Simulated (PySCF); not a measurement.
# NMR data sheet: C6H6BF

```
Formula                               : C6H6BF
SMILES                                : Bc1ccc(F)cc1
Point group of the computed structure : C2v
Carbon signals                        : 4
Proton signals                        : 3
```

Atoms are numbered as in `[BH2:1][c:2]1[cH:3][cH:4][c:5]([F:6])[cH:7][cH:8]1`. Hydrogens are named by the atom that carries them.

[PySCF 2.14: geometry: PBE0-D3(BJ)/def2-SVP; spin–spin couplings from B3LYP/pcJ-1 (spin–dipole term only in couplings to heteroatoms); shielding tensors at B97-2/pcSseg-1 (GIAO); no relativistic terms; isolated molecule; a single conformation; averaged over atoms made equivalent by symmetry, fast rotation or ring inversion]

References, each an isolated molecule treated in the same way: 1H, 13C vs TMS; 19F against CFCl3; BF3·OEt2 for 11B.

```tsv
carbon	δC, type	δH (multiplicity, J in Hz)	HMBC from (abs. J ≥ 3 Hz)	span of the C tensor (ppm)
C2	139.3, C	–	H(C3)/H(C8), H(C4)/H(C7), H(B1)	232
C3/C8	149.8, CH	8.12 (dd, 9.2, 5.9)	H(C3)/H(C8), H(B1)	228
C4/C7	117.3, CH	7.19 (dd, 9.3, 9.2)	H(C4)/H(C7)	182
C5	172.0, C	–	H(C3)/H(C8), H(C4)/H(C7)	166
```

Other nuclei:
```json
{"atoms": "H(B1)", "nucleus": "1H", "environment": "hydrogen on a boron bonded to C", "δ (ppm)": "6.94", "σ (ppm)": "24.44"}
{"atoms": "F6", "nucleus": "19F", "environment": "aryl fluorine", "δ (ppm)": "-94.8", "σ (ppm)": "272.9"}
{"atoms": "B1", "nucleus": "11B", "environment": "boron bonded to C, 2 H", "δ (ppm)": "69.6", "σ (ppm)": "32.2"}
```

Selected couplings (Hz, signed; the shortest-range and largest first, 30 at most; isotopes 13C, 19F, 1H, 11B): 1J(C5,F6) -330.0, 1J(C4,H(C4)) 171.4, 1J(C3,H(C3)) 170.6, 1J(B1,H(B1)) 135.4, 1J(C4,C5) 73.7, 1J(B1,C2) 69.1, 1J(C3,C4) 61.2, 1J(C2,C3) 52.6, 2J(C4,F6) 17.8, 2J(B1,C3) 5.2, 2J(C3,C5) 2.4, 2J(C2,C4) -1.9, 3J(F6,H(C4)) 9.3, 3J(H(C3),H(C4)) 9.2, 3J(C2,C5) 7.8, 3J(C3,F6) 7.7, 3J(C3,C7) 4.9, 3J(B1,H(C3)) 4.9, 3J(B1,C4) 4.3, 4J(F6,H(C3)) 5.9, 4J(C2,F6) 5.1.

1. δC 172.0: aromatic carbon bearing fluorine; an ipso carbon deshielded by its heteroatom.
2. δC 149.8, 117.3: aromatic CH.
3. δC 139.3: substituted aromatic carbon.
4. δH 8.12, 7.19: hydrogen on an aromatic CH; aromatic region.
5. δH 6.94: hydrogen on a boron bonded to C.
6. The protons at 8.12 and 7.19 share a coupling of 9.2 Hz (vicinal, an ortho-type coupling).

Hydrogens on boron are broadened and split by 11B (spin 3/2, 80 %) and 10B (spin 3). A carbon bonded to boron is broadened by the quadrupolar boron nucleus and is often missing from a measured spectrum. C–F couplings over four or more bonds (about 3 Hz to the para carbon of a fluoroarene) are left out. Common functionals overestimate the size of one-bond C–F couplings by tens of Hz; these are unscaled. Multiplet labels drop couplings under 1 Hz and merge nearly equal ones. Couplings among chemically equivalent protons are left out too, so labels in AA′BB′ or AA′XX′ sets are apparent multiplicities. Unscaled 3J(H,H) at this level run about 10 % above measured values. Shifts are as computed. Against solution values, carbons near 30 ppm lie about +1 ppm off and those near 130 ppm about +2 ppm. Of 1211 compounds with measured shifts, 218 miss one by over three times the rms of a fit or turn the order of signals round; such compounds aren't used in these exercises. Unscaled 19F shifts against computed CFCl3 carry errors that often reach 10 to 50 ppm.
